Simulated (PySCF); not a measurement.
## Correlation energy of Ni (nickel, neutral)

[Ar] 3d8 4s2, high-spin 3F determinant. Calculation: PySCF 2.14, in cc-pVTZ-DK (7s6p4d2f1g, 68 functions); scalar relativity by spin-free X2C-1e. Frozen: [Ar]; 10 electrons correlated.

MP2 pair energies summed by pair of shells (mhartree):

```csv
pair,energy,share (%)
3d-3d,-264.93,80.9
3d-4s,-40.22,12.3
4s-4s,-22.21,6.8
```

Total MP2 correlation energy: -327.36 mhartree.

Same-spin part -117.22 and opposite-spin part -210.14 mhartree; SCS-MP2 scales them by 1/3 and 6/5 to -291.25 mhartree.
